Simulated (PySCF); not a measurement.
Triethylgallium, C6H15Ga.
SMILES: `C[CH2][Ga]([CH2]C)[CH2]C`

Torsions of this conformer, `[CH3:1][CH2:2][Ga:3]([CH2:4][CH3:5])[CH2:6][CH3:7]`: C1–C2–Ga3–C4 -176°, C2–Ga3–C4–C5 -3°, C2–Ga3–C6–C7 -92°.

The closed-shell ground state was solved at several levels (PySCF, density fitting, gas phase). Isolated species at its PBE0-D3(BJ)/def2-SVP geometry (one conformer only). The calculation is non-relativistic and has no spin–orbit coupling, an omission that weighs most on gallium.

| level | basis functions | HOMO (eV) | LUMO (eV) | gap (eV) | dipole (D) |
| --- | --- | --- | --- | --- | --- |
| wB97X-D/pcSseg-1 | 218 | -8.72 | 1.02 | 9.74 | 0.13 |
| wB97X-D/def2-SVPD | 278 | -8.67 | 1.03 | 9.70 | 0.15 |

**Question.** Estimate the row for PBE0/pcSseg-1, a basis of 218 functions; the other rows only guide the guess.

**Answer.** HOMO -6.89 eV, LUMO -0.64 eV, gap 6.25 eV, dipole 0.14 D.

**Question.** Over all these levels, which gives the widest orbital gap and which the narrowest?

**Answer.** wB97X-D/pcSseg-1 (range-separated hybrid) has the widest, 9.74 eV, and PBE0/pcSseg-1 (global hybrid, 25 % exact exchange) the narrowest, 6.25 eV. The two share the basis. From the narrowest to the widest the HOMO moves by -1.83 eV and the LUMO by +1.66 eV.

**Question.** How far do the dipole and the HOMO energy spread over the levels?

**Answer.** The dipole runs from 0.13 to 0.15 D (mean 0.14 D) and the HOMO from -8.72 to -6.89 eV.
